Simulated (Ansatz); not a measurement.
Reactions of GeH₆O₂Si (`O[SiH2][GeH2][OH]`).

Gas-phase electronic energies from Ansatz, PBE0-D4/def2-TZVP geometries. CCSD(T)/CBS is the MP2 limit (def2-TZVPP, def2-QZVPP) plus CCSD(T) − MP2 in def2-TZVPP, frozen cores. This one scheme is used for every species. Elements past krypton have def2 core potentials. For Ge, Sn outer-core shells are correlated without core-valence functions, which leaves a few kJ/mol of doubt a bond. Scalar relativity is left out up to krypton. Each species was taken in one conformer, which may not be the lowest.

Problem. Order these by ΔE at CCSD(T)/CBS, lowest first. (An estimate is asked.)
A. `O[SiH2][GeH2][OH]` + `C[SiH]1[CH2][SnH2]1` → `C[SiH2][GeH2][OH]` + `O[SiH]1[CH2][SnH2]1`
B. `O[SiH2][GeH2][OH]` + H–F → `O[SiH2][GeH2][F]` + H₂O
C. `O[SiH2][GeH2][OH]` + CH₃SH → `C[S][GeH2][OH]` + `O[SiH3]`
D. `O[SiH2][GeH2][OH]` + `[SiH3]OCS` → `[OH][GeH2][O][SiH3]` + `O[SiH2]CS`

Solution. D (-153.3 kJ/mol), C (-49.6 kJ/mol), B (-36.3 kJ/mol), A (-4.3 kJ/mol).

Largest T1 diagnostic: 0.014, for `O[SiH]1[CH2][SnH2]1`.
